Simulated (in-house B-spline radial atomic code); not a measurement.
How numerical settings move a run on Ga2+, [Ar] 3d10 4s1. Computed with a B-spline radial code for spherical atoms: non-relativistic LDA PW92, spherical fractional occupations, point nucleus.

Command:
```bash
python run_scf.py task.json out
```
Settings of the sound reference run:
```
Z                31
electrons        29
configuration    [Ar] 3d10 4s1
hamiltonian      nr
method           lda,pw
spin_polarised   False
knot_spacing     0.22
spline_order     8
gauss_points     12
box_radius       22.22
max_iterations   70
damping          0.5
damped_steps     3
diis_vectors     10
tolerance        1e-08
start            Thomas-Fermi
```

Time taken, with all properties: 0.19 s on 1 thread of Intel(R) Xeon(R) Platinum 8259CL CPU @ 2.50GHz (shared host).

It converges in 9 iterations to -1920.840010 hartree, with 4s at -26.0226 eV. The other runs change the listed settings, some to values that make no sense; their results aren't properties of the atom or ion. Radii are in bohr (the nuclear one in fm), a minus after a letter asks for a j subshell, and «unchanged» means within 1e-8 hartree. The run stops when the residual is below 10 × tolerance × max(1, Z/10), or a noise floor if that is larger, and the energy moves by less than 1e-8 × √|E| hartree; so very loose and very tight tolerances often act alike.

```tsv
changed settings	outcome
tolerance = 1e-06	converged in 8 iterations, energy unchanged, 4s level -6.3e-05 eV
diis_vectors = 1	not converged after 70 iterations, last residual 1.8e+00, last energy +4.14e+01 hartree from the reference
spline_order = 5, first_knot = 0.00323, max_iterations = 5, damped_steps = 30	not converged after 5 iterations, last residual 1.4e-02, last energy +3.55e-03 hartree from the reference
knot_spacing = 1.4, max_iterations = 60, damped_steps = 8, start = bare nucleus	converged in 14 iterations, energy +9.26e+01 hartree from the reference, 4s level +3.8e+00 eV (the program warns: 4s reaches the box edge; 1s reaches the box edge)
diis_vectors = 20	converged in 9 iterations, energy unchanged
electrons = 30, configuration = [Ar] 3d10 4s1 5s-1, max_iterations = 60	stopped with error: j subshells need the Dirac Hamiltonian and l > 0
diis_vectors = 4	converged in 9 iterations, energy unchanged, 4s level +1.2e-06 eV
tolerance = 1e-13	converged in 10 iterations, energy unchanged, 4s level -5.0e-06 eV
damping = 0.2	converged in 12 iterations, energy unchanged, 4s level -5.3e-06 eV
electrons = 37, configuration = [Ar] 3d10 4s1 6s2 6p6, max_iterations = 75	converged in 12 iterations to -1920.0890 hartree, a different physical problem (warning: 6s has a positive eigenvalue: unbound, held by the box)
damping = 0.8	converged in 10 iterations, energy unchanged, 4s level -4.8e-06 eV
spline_order = 10, gauss_points = 3, max_iterations = 3	not converged after 3 iterations, last residual 2.3e-01, last energy -4.10e+05 hartree from the reference
```

(1) What happens with max_iterations = 60, damped_steps = 1, tolerance = 0.001, start = bare nucleus?

(2) What happens with damping = 0.95?

(3) What happens with diis_vectors = 2?

(4) What happens with damping = 0?

Results:

(1) Converged in 9 iterations, energy unchanged, 4s level +3.1e-05 eV.

(2) Converged in 11 iterations, energy unchanged, 4s level -4.7e-06 eV.

(3) Converged in 10 iterations, energy unchanged, 4s level -3.9e-06 eV.

(4) Converged in 12 iterations, energy unchanged, 4s level -5.5e-06 eV.
